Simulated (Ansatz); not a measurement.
CH6ClNSi, SMILES `NC[SiH2]Cl` at its PBE0-D4/def2-TZVP geometry, where that method's forces vanish. The species carries charge 0 and has multiplicity 1.

```xyz
10

N     1.4035   -0.4463    0.3372
C     0.1860   -0.5706   -0.4488
Si   -0.9498    0.8809   -0.1292
Cl   -1.3648    0.9430    1.8940
H     2.0280   -1.2255    0.1742
H     1.1919   -0.4307    1.3270
H    -0.3773   -1.5066   -0.3031
H     0.4384   -0.5246   -1.5159
H    -2.2379    0.7098   -0.8459
H    -0.3182    2.1707   -0.4895
```

**Question.** What forces (eV/Å) does B3LYP-D4/def2-TZVPP give on these atoms in Ansatz? (Best estimate.)

**Answer.** Ansatz gave: 
```
N1   0.199 -0.031  0.150
C2  -0.225 -0.058 -0.242
Si3 -0.075  0.137 -0.243
Cl4 -0.048  0.010  0.219
H5   0.028  0.012  0.019
H6   0.043 -0.007  0.006
H7   0.039  0.035 -0.011
H8  -0.004 -0.028  0.057
H9   0.086  0.015  0.035
H10 -0.043 -0.085  0.010
```

B3LYP here is the variant with VWN-RPA as its local correlation; programs differ in this.
